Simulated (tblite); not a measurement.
A tight-binding relaxation on `C/C=C(\C(=O)F)C(C)C`.

Computed with GFN2-xTB geometry optimisation, gas phase (tblite 0.8.0). Start geometry: from a force field or distance geometry. The input is one job of a driver script: a line of settings, then coordinates in Å.

Command:
```bash
OMP_NUM_THREADS=1 python probes_run.py task.json out
```

Input:
```
{"job": {"kind": "relax", "xc": "GFN2-xTB", "basis": "xTB"}, "charge": 0, "multiplicity": 1}
C      2.544800     0.313400    -0.792400
C      1.048900     0.205700    -0.819800
C      0.311800     0.308600     0.278900
C      0.927400     0.568700     1.570700
O      2.176600     0.675300     1.723600
F      0.182600     0.679000     2.704900
C     -1.181600     0.186800     0.167400
C     -1.597000    -0.956900     1.088000
C     -1.629200    -0.074500    -1.255000
H      2.873000     0.105600    -1.842100
H      2.889800     1.321400    -0.491700
H      3.002500    -0.472400    -0.143600
H      0.563200     0.018800    -1.749900
H     -1.639800     1.126300     0.518600
H     -2.678800    -1.161600     0.832300
H     -0.978600    -1.861800     0.836300
H     -1.557900    -0.698100     2.154000
H     -1.318500     0.785200    -1.855000
H     -2.742400    -0.075300    -1.241400
H     -1.202100    -0.983500    -1.686800
```

Output:
```
step      E/eV     max force
  0    -798.85528    4.804
  1    -799.06983    5.671
  2    -799.26591    1.003
  3    -799.31296    0.601
  4    -799.37197    0.427
  5    -799.38818    0.330
  6    -799.40524    0.344
  7    -799.41524    0.251
  8    -799.42444    0.278
  9    -799.43269    0.244
... (71 lines left out)
 81    -799.53947    0.023
 82    -799.53954    0.020
 83    -799.53960    0.017
 84    -799.53965    0.019
 85    -799.53970    0.014
 86    -799.53975    0.015
 87    -799.53979    0.014
 88    -799.53981    0.012
 89    -799.53983    0.012
 90    -799.53985    0.009
```

«max force» is the largest atomic force in eV/Å.

Problem. From which step on does the largest force stay under 0.1 eV/Å, and how much energy is left to gain from there?

Solution. From step 44 (0.074 eV/Å), 12.7 meV above the end.

Main results: energy lowered by 15.8 kcal/mol over 90 steps; largest atomic force 0.009 eV/Å at the end.

Problem. Give the final coordinates.

Solution. 0.291 Å rms from the input after alignment:
```
atom  x, y, z in Å
C1     2.6240    0.2054   -0.7910
C2     1.1465    0.0614   -0.7768
C3     0.3258    0.3425    0.2495
C4     0.8966    0.8307    1.5003
O5     2.0313    0.9397    1.8343
F6    -0.0669    1.2213    2.4016
C7    -1.1757    0.1506    0.2096
C8    -1.5346   -1.1195    0.9898
C9    -1.7511    0.0837   -1.2021
H10    3.0079    0.1538   -1.8063
H11    2.9346    1.1395   -0.3269
H12    3.0802   -0.5927   -0.2042
H13    0.7068   -0.3080   -1.6919
H14   -1.6343    1.0052    0.7182
H15   -2.6131   -1.2541    1.0082
H16   -1.0829   -1.9899    0.5180
H17   -1.1805   -1.0586    2.0157
H18   -1.4384    0.9432   -1.7904
H19   -2.8372    0.0835   -1.1478
H20   -1.4438   -0.8268   -1.7110
```

Time: 0.47 s wall. Hardware: one thread, Intel Xeon 6975P-C (x86_64) (shared host).
Labels such as C1 count atoms from 1, the log's own numbers from 0.
